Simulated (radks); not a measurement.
Initial-state core-level shifts of the niobium ion Nb2+ when its valence configuration changes from [Kr] 4d3. Calculated with a radial shooting solver on a logarithmic mesh with Libxc functionals: Dirac Kohn-Sham, PBE, spin-unpolarised, spherical densities, point nucleus; open shells fill j = l - 1/2 first. Shifts are changes of the shell-averaged eigenvalues in eV (positive: less bound).

| valence | 3s | 3d | 4s | 4p |
|---|---|---|---|---|
| 4d2.5 5s0.5 | -2.047 | -2.060 | -1.845 | -1.737 |
| 4d2 5s1 | -4.205 | -4.231 | -3.759 | -3.533 |
| 4d1.5 5s1.5 | -6.462 | -6.504 | -5.729 | -5.376 |
| 4d0.5 5s0.5 5p2 | -13.356 | -13.432 | -11.801 | -11.117 |
| 5s1 5p2 | -15.859 | -15.955 | -13.852 | -13.017 |
| 4d2 5p1 | -5.285 | -5.310 | -4.813 | -4.565 |
| 4d2.5 5p0.5 | -2.590 | -2.601 | -2.378 | -2.260 |
| 4d1.5 5s0.5 5p1 | -7.539 | -7.579 | -6.771 | -6.395 |
| 4d0.5 5s1.5 5p1 | -12.311 | -12.387 | -10.809 | -10.153 |
